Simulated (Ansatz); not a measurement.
Reactions of C3H6O2, SMILES `COC1CO1`.

Calculated with Ansatz (gas phase, PBE0-D4/def2-TZVP geometries, no zero-point term in ΔE). CCSD(T)/CBS adds triple-zeta CCSD(T) − MP2 to the extrapolated MP2 energy (def2 sets, frozen cores). This one scheme is used for every species, atoms too. Functionals use def2-TZVPP. Open shells (•) are unrestricted, without spin–orbit coupling. Spin–orbit coupling would lower the free atoms: a little for C, O. Bonds to Br are less sure, by a few kJ/mol each and by 10 to 20 or more in all where they break to atoms, as the def2 sets lack core-valence functions. Scalar relativity is left out up to krypton. One conformer a species, not always the lowest.

```csv
reaction,CCSD(T)/CBS(def2) (eV)
`COC1CO1` → `CO/C=C/O`,-0.30
`COC1CO1` → `COC(C)=O`,-1.97
`COC1CO1` → 3 C• + 6 H• + 2 O•,45.15
`COC1CO1` → `C=COCO`,?
`COC1CO1` + HBr → `BrC1CO1` + CH₃OH,0.13
`COC1CO1` + `SS` → `SSC1CO1` + CH₃OH,-0.13
`COC1CO1` → `CCOC=O`,-1.79
`COC1CO1` → `COCC=O`,?
```

(1) Fill in the missing values. (An estimate is asked.)

Largest T1 diagnostic: 0.014, for `CCOC=O`.

Answers

(1) Computed: `COC1CO1` → `C=COCO`: -0.66 eV; `COC1CO1` → `COCC=O`: -0.64 eV.
